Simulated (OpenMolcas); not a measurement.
Rh4+ among 6 point charges of -1.7 e arranged as a tetragonal octahedron (D4h), 2.27 Å from the ion, with the axial distance 2.043 Å.
```
   2.2700    0.0000    0.0000  -1.70
   0.0000    2.2700    0.0000  -1.70
  -2.2700    0.0000    0.0000  -1.70
   0.0000   -2.2700    0.0000  -1.70
   0.0000    0.0000    2.0430  -1.70
   0.0000    0.0000   -2.0430  -1.70
```

```yaml
Program: OpenMolcas
Method: CASSCF
Basis: ANO-RCC-VDZP [6s5p3d1f]
Scalar_Hamiltonian: DKH2, point nucleus
Active_space: 5 electrons in 5 orbitals (4d)
State_averaging: 2S+1 = 6 even, 1 root; 2S+1 = 4 even, 24 roots; 2S+1 = 2 even, 75 roots
Spin-orbit_coupling: RASSI with atomic mean-field integrals over the reference wave functions
```

(1) What is the spin-free ground state (labels of D4, the rotations of D4h)?

(2) What are the lowest two levels with spin-orbit coupling?

(3) What is χT at 300 K, and how does it compare with the textbook value?

Results:

(1) 6A1, 1-fold in its orbital part, 100 % from free-ion S terms; it has the highest spin that d5 allows.

(2) A 2-fold level E3/2 with g = 0.08, 0.08, 9.99, then a 2-fold level E3/2 4.9 cm-1 above it. Their leading multiplicities are 6 (99 %) and 6 (99 %).

(3) The lowest level has 2S+1 = 6, for which the spin-only value is χT = S(S+1) / 2 = 4.375 cm3 K/mol (g = 2). The computed 4.367 at 300 K differs by -0.008, through a little spin-orbit mixing out of the ground term, against the free-electron g of 2.0023, which raises it.

Without dynamic correlation the repulsion within the d shell is too large (B by tens of per cent), so at a given field states of lower spin stand too high. Point charges give a weaker field than real ligands, and real ions of this kind are as a rule low spin; the high spin found here belongs to the model. This is an electrostatic model: the charges have no orbitals. No measured value stands beside these numbers.
